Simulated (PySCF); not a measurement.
# How methods differ on the ionisation energy of Ca

Ca [Ar] 4s2 (1S) → Ca⁺ [Ar] 4s1 (2S), as a difference of total energies. All numbers are calculated (PySCF 2.14, scalar relativity by spin-free X2C-1e, in x2c-QZVPPall (11s7p4d3f, 73 functions)). Correlated levels: valence and next inner shell: [Ne] frozen. The calculations carry no spin-orbit coupling.

```tsv
method	ionisation energy (eV)
UHF	5.136
MP2 (valence and next inner shell)	5.958
SCS-MP2 (valence and next inner shell)	6.012
CCSD (valence and next inner shell)	6.021
CCSD(T) (valence and next inner shell)	6.086
```

Errors of the correlated levels include the incompleteness of this basis and the frozen core.

Problem. Which method comes closest to the reference value, and which is furthest?

Solution. The reference is 6.113 eV (measured; NIST Atomic Spectra Database, ionization energies). Closest: CCSD(T) (valence and next inner shell) (error -0.027 eV); furthest: UHF (error -0.977 eV).
